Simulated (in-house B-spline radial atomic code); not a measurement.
The numbers below are computed, except where a source is named.
**Stopping and range of 20 keV Te in Si**

The pair potential comes from two frozen, spherical free-atom densities (PBE, B-spline radial code, scalar-relativistic past argon): electrostatics plus the change in Thomas-Fermi kinetic and Dirac exchange energy where they overlap, the recipe behind the universal ZBL potential, which averages such potentials (from solid-state densities) over many pairs. It is written V = (Z1 Z2 e²/r) φ(r/a), with e² = 14.3996 eV·Å and a = 0.46850 Å/(Z1^0.23 + Z2^0.23); ZBL's fit is φ = 0.18175 e^(−3.1998x) + 0.50986 e^(−0.94229x) + 0.28022 e^(−0.4029x) + 0.02817 e^(−0.20162x). Where φ falls below 4e-4 it is continued as an exponential.

The target is taken as amorphous, with density 2.329 g/cm³ (NSM archive of the Ioffe Institute); channelling is ignored. Masses: Te 127.6, Si 28.09 u. Nuclear stopping is S_n = 4π a Z1 Z2 e² M1/(M1 + M2) × s_n(ε), with s_n integrated over impact parameters for each pair. Electronic stopping is Lindhard and Scharff's S_e = Z1^(1/6) 8π e² a0 Z1 Z2/(Z1^(2/3) + Z2^(2/3))^(3/2) × v/v0, with a0 = 0.529177 Å and v = v0 at 24.801 keV/u; it misses the oscillations with Z1 seen in experiment, which reach tens of per cent. Compounds add by atom fraction.

```json
{"target atom": "Si", "a (Å)": "0.10854", "ε at this energy": "0.03736", "s_n, this pair": "0.2646", "s_n, ZBL potential": "0.2546"}
```

Problem. What are the atom density and the stopping powers at entry?

Solution. N = 2.329 × 0.602214/28.09 = 0.04993 atoms/Å³. For Si: S_n = 11720 × 0.2646 = 3101 eV·Å², S_e = 1.7263 × √20000 = 244.1 eV·Å². Averaged over the target's atoms and times N × 10 Å/nm, the ion loses N S_n = 1550 eV/nm to recoils and N S_e = 122 eV/nm to electrons; the nuclear share is 93 %.

Along the track:

```
E (keV)  N S_n (eV/nm)  N S_e (eV/nm)
      1            471           27.3
      3            786           47.2
      6           1040           66.8
     10           1250           86.2
     15           1430            106
     20           1550            122
```

Problem. Estimate the path length and the projected range.

Solution. With continuous slowing down the path is the integral of dE/(N (S_n + S_e)). Trapezoids over the table give 16.3 nm, and the stretch below the first row, with stopping taken as √E, adds 2E/(N S) = 4 nm: 20.3 nm in all, against 20.1 nm on a fine grid from 5 eV. Deflections shorten the depth: to first order in the energy passed on, N (S_n + S_e) dR_p/dE = 1 − N S_n (M2/M1) R_p/(2E), summed over the target's atoms, and integrating this on the fine grid gives R_p = 16.9 nm, 0.84 of the path. Lindhard's rule of thumb R/(1 + M2/3M1), with mean M2/M1 = 0.22, gives 18.7 nm. On the ZBL potential the same equation gives 17.5 nm, and the full integral equation, which keeps hard collisions, 17.7 nm.
